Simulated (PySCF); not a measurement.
# Cd(2+) (cadmium, charge +2) across methods

[Kr] 4d10, closed-shell 1S. Calculation: PySCF 2.14, in aug-cc-pVTZ-PP with one added diffuse shell each of s, p, d, f, g type with ECP28MDF (7s7p6d4f3g, 113 functions); scalar relativity through the core potential.

```tsv
method	E (hartree)	mean ε 4s (eV)	mean ε 4p (eV)	mean ε 4d (eV)	Σ⟨r²⟩ (bohr²)	⟨S²⟩
MN15	-166.4311	-128.93	-89.371	-33.304	27.12	0.000
CAM-B3LYP	-166.7408	-134.14	-92.740	-34.036	26.98	0.000
LDA	-166.4470	-127.24	-86.868	-30.551	27.18	0.000
r2SCAN	-166.8277	-130.32	-88.930	-30.574	26.77	0.000
UHF	-165.99738	-149.62	-104.42	-38.036	26.51	0.000
wB97M-V	-166.7318	-135.77	-94.145	-35.010	26.87	0.000
PBE0	-166.7780	-133.08	-91.471	-32.484	26.83	0.000
```

Problem. Estimate the same row for PBE.

Solution. E (hartree) = -166.7684; mean ε 4s (eV) = -127.22; mean ε 4p (eV) = -86.802; mean ε 4d (eV) = -30.289; Σ⟨r²⟩ (bohr²) = 27.03; ⟨S²⟩ = 0.000.

Energies and moments cover only the electrons outside the core potential.
